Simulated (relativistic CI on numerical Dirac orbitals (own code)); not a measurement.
## How well does a small relativistic CI reproduce Kr2+?

Computed by Dirac-Coulomb-Breit CI, separate exchange-only KLI orbitals for each configuration, model QED, valence Slater integrals scaled by 0.85, configuration energies shifted to the measured levels that pair with them (semi-empirical) (own radial code, finite nucleus).

CI space (outside the closed core [Ar] 3d10): 4s2.4p4, 4s.4p5, 4s2.4p3.4d, 4s2.4p3.5s, 4s2.4p3.5p, 4p6, 4s2.4p3.4f, 4s2.4p2.4d2, 4s.4p4.4d, 4s2.4p3.6s, 4s2.4p3.5d, 4s.4p4.4f, 4s2.4p2.4f2, 4s2.4p3.6p, 4s2.4p3.6d, 4s2.4p3.5f, 4s2.4p3.5g, 4s2.4p3.6f, 4p4.4d2, 4s.4p4.5s, 4s2.4p2.4d.4f, 4s.4p4.5p, 4s2.4p2.4d.5s. Levels of other configurations are missing.

| Configuration | Term (tabulated) | J | Measured (cm⁻¹) | Computed | Error | Purity (%) |
| --- | --- | --- | --- | --- | --- | --- |
| 4s2.4p4 | 3P | 2 | 0.0 | 0 | 0 | 94 |
| 4s2.4p4 | 3P | 1 | 4548.4 | 4442 | -106 | 98 |
| 4s2.4p4 | 3P | 0 | 5312.9 | 5125 | -188 | 93 |
| 4s2.4p4 | 1D | 2 | 14644.3 | 14726 | 82 | 94 |
| 4s2.4p4 | 1S | 0 | 33079.6 | 30737 | -2343 | 91 |
| 4s.4p5 | 3P° | 2 | 115930.9 | 115970 | 39 | 75 |
| 4s.4p5 | 3P° | 1 | 119380.2 | 119381 | 1 | 74 |
| 4s.4p5 | 3P° | 0 | 121543.0 | 121500 | -43 | 74 |
| 4s2.4p3.4d | 5D° | 0 | 138446.7 | 137174 | -1273 | 98 |
| 4s2.4p3.4d | 5D° | 1 | 138471.0 | 137192 | -1279 | 98 |
| 4s2.4p3.4d | 5D° | 2 | 138480.6 | 137194 | -1287 | 98 |
| 4s2.4p3.4d | 5D° | 3 | 138492.5 | 137189 | -1303 | 97 |
| 4s2.4p3.4d | 5D° | 4 | 138649.1 | 137299 | -1350 | 98 |
| 4s2.4p3.5s | 5S° | 2 | 145718.9 | 144440 | -1279 | 97 |
| 4s2.4p3.4d | 3D° | 2 | 147804.5 | 147782 | -22 | 86 |
| 4s2.4p3.4d | 3D° | 3 | 148735.3 | 148715 | -20 | 94 |
| 4s2.4p3.4d | 3D° | 1 | 149071.9 | 149072 | 0 | 98 |
| 4s2.4p3.5s | 3S° | 1 | 151580.2 | 151009 | -571 | 96 |
| 4s2.4p3.4d | 3F° | 2 | 153563.2 | 153492 | -71 | 89 |
| 4s2.4p3.4d | 1S° | 0 | 154399.7 | 155617 | 1217 | 97 |
| 4s2.4p3.4d | 3F° | 3 | 154699.9 | 154595 | -105 | 91 |
| 4s2.4p3.4d | 3F° | 4 | 156082.0 | 155919 | -163 | 92 |
| 4s2.4p3.4d | 3G° | 3 | 159996.4 | 159867 | -130 | 91 |
| 4s2.4p3.4d | 3G° | 4 | 160414.9 | 160214 | -201 | 85 |
| 4s2.4p3.4d | 3G° | 5 | 161108.6 | 160872 | -236 | 100 |
| 4s2.4p3.4d | 1G° | 4 | 162841.0 | 163232 | 391 | 91 |
| 4s2.4p3.5s | 3D° | 1 | 163268.9 | 163243 | -26 | 76 |
| 4s2.4p3.5s | 3D° | 2 | 163635.8 | 163631 | -4 | 72 |
| 4s2.4p3.5s | 3D° | 3 | 165053.5 | 165058 | 5 | 93 |
| 4s2.4p3.4d | 3D° | 1 | 170202.3 | 170164 | -38 | 81 |
| 4s2.4p3.4d | 3P° | 0 | 171995.9 | 172069 | 73 | 81 |
| 4s2.4p3.4d | 3D° | 2 | 172465.5 | 172369 | -96 | 84 |
| 4s2.4p3.4d | 3P° | 1 | 172983.1 | 172947 | -36 | 78 |
| 4s2.4p3.4d | 3D° | 3 | 174451.0 | 174522 | 71 | 65 |
| 4s2.4p3.4d | 3F° | 3 | 174830.7 | 174842 | 11 | 73 |
| 4s2.4p3.4d | 3F° | 4 | 175043.0 | 175179 | 137 | 88 |
| 4s2.4p3.4d | 3F° | 2 | 175211.2 | 175351 | 140 | 92 |
| 4s2.4p3.5p | 5P | 1 | 175543.8 | 175181 | -363 | 96 |
| 4s2.4p3.5p | 5P | 2 | 175778.6 | 175418 | -361 | 93 |
| 4s2.4p3.5p | 5P | 3 | 176520.0 | 176096 | -424 | 97 |
| 4s2.4p3.4d | 3P° | 2 | 176790.8 | 176794 | 3 | 66 |
| 4s2.4p3.5s | 3P° | 0 | 178243.5 | 178853 | 609 | 82 |
| 4s2.4p3.5s | 3P° | 1 | 178259.0 | 178836 | 577 | 67 |
| 4s2.4p3.5p | 3P | 1 | 179628.8 | 179477 | -152 | 93 |
| 4s2.4p3.5p | 3P | 2 | 180083.0 | 179878 | -205 | 93 |
| 4s2.4p3.5p | 3P | 0 | 180237.1 | 180042 | -195 | 99 |
| 4s2.4p3.4d | 3S° | 1 | 181263.5 | 181551 | 287 | 67 |
| 4s2.4p3.5s | 1P° | 1 | 182264.9 | 182990 | 725 | 73 |
| 4s2.4p3.4d | 1F° | 3 | 182966.8 | 183606 | 639 | 71 |
| 4s2.4p3.4d | 3D° | 3 | 184891.8 | 185667 | 775 | 68 |
| 4s2.4p3.4d | 3D° | 2 | 185688.6 | 186952 | 1264 | 67 |
| 4s2.4p3.4d | 3D° | 1 | 188233.2 | 189185 | 952 | 81 |
| 4s2.4p3.4d | 3P° | 2 | 188569.1 | 191437 | 2868 | 58 |
| 4s2.4p3.4d | 3P° | 1 | 190226.2 | 193714 | 3488 | 67 |
| 4s2.4p3.5p | 3F † | 2 | 192701.9 | 194550 | 1848 | 58 |
| 4s2.4p3.5p | 3F † | 3 | 193825.1 | 194545 | 720 | 58 |
| 4s2.4p3.5p | 3D | 2 | 193855.4 | 193406 | -450 | 62 |
| 4s2.4p3.5p | 1F | 3 | 194962.8 | 196228 | 1265 | 67 |
| 4s2.4p3.5p | 3D | 3 | 195478.0 | 195630 | 152 | 57 |
| 4s2.4p3.5p | 3F | 4 | 195674.5 | 196399 | 724 | 99 |
| 4s2.4p3.4d | 1F° | 3 | 196286.2 | 198047 | 1761 | 83 |
| 4s2.4p3.5p | 3P | 2 | 198107.8 | 198726 | 618 | 91 |
| 4s2.4p3.5p | 3P | 0 | 198788.9 | 199408 | 619 | 93 |

Measured levels from Saloman, J. Phys. Chem. Ref. Data 36, 215 (2007); pairs were made by configuration, J and term (by order where the table uses no LS term), so strongly mixed levels may be paired wrongly.

Mean error by configuration (cm⁻¹): 4s2.4p4 -639; 4s.4p5 -1; 4s2.4p3.4d 196; 4s2.4p3.5s 4; 4s2.4p3.5p 102. Over the excited levels the mean absolute error is 564 cm⁻¹ (62 of the 69 excited levels that our extract of the source holds in range could be paired, and the others can miss by more), and the median relative error of those above 1,000 cm⁻¹ is 0.21 %, both after the shifts were fitted to these levels, so that a configuration with one level shows no error. † marks terms whose computed intervals miss the measured ones by more than a factor of 2.5, or configurations far off the rest, from wrong mixing, a near crossing or a doubtful label or measurement; they are left out of the means.

Configurations whose levels could be paired with our table of measured levels were shifted onto them, all but the ground configuration, by the median error of their levels; single terms can still be off by 1,000 to 2,000 cm⁻¹ or more, and rates follow the energies as ν³ (E1, M1) or ν⁵ (E2). The others borrow a shift and can be off by several thousand cm⁻¹ or more. The fine structure of a lone outer electron comes out too small, for d and f at times inverted, and misplaced configurations move strength between like terms. 62 of the 69 excited levels that our extract of the measured tables holds in this range could be paired (the sources list more); they are missed by 587 cm⁻¹ on average and 3488 at most, after the shifts were fitted to these levels, and levels without a partner can miss by more.

Shifts applied (cm⁻¹): 4s2.4p4 0; 4s.4p5 -8805; 4s2.4p3.4d -8997; 4s2.4p3.5s -10125; 4s2.4p3.5p -8476.
